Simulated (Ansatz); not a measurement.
SnO₃H₂. Charge 0, multiplicity 3. Geometry PBE-D4/def2-SVP, that of the neutral singlet; atoms count from 1.

```tsv
atom	x (Å)	y (Å)	z (Å)
Sn1	0.7197	1.1196	0.3781
O2	0.5256	-0.9799	-0.8661
O3	0.3880	-0.9742	0.6191
O4	-1.2518	1.5689	0.3699
H5	-1.7534	0.7327	0.4735
H6	1.3719	-1.4671	-0.9745
```

In the def2 sets Sn takes a core potential; there is no spin–orbit coupling. The structure holds one bond between oxygen atoms, so isomers without such links may lie far lower. At PBE0-D4/def2-TZVP a singlet of charge 0 lies 3.41 eV below the triplet at the same geometry. The structure comes from a short search, and lower isomers may exist.

Question: Estimate the Mulliken populations from the PBE0/def2-TZVP orbitals of Ansatz.

Answer: 
```csv
atom,charge (e),spin (α − β)
Sn1,0.54,1.34
O2,-0.29,0.04
O3,-0.29,0.39
O4,-0.63,0.21
H5,0.33,0.00
H6,0.34,0.02
```
Mulliken values and Mayer orders depend strongly on the basis.

Question: Where does the spin sit?

Answer: Summed by element: Sn 1.34, O 0.64, H 0.02, of 2 unpaired in all. Largest on single atoms: Sn1 1.34, O3 0.39, O4 0.21.

Question: And the Mayer bond orders between bonded heavy atoms (over 0.3)?

Answer: Sn1–O3 0.76 (2.13 Å); Sn1–O4 0.88 (2.02 Å); O2–O3 0.86 (1.49 Å).
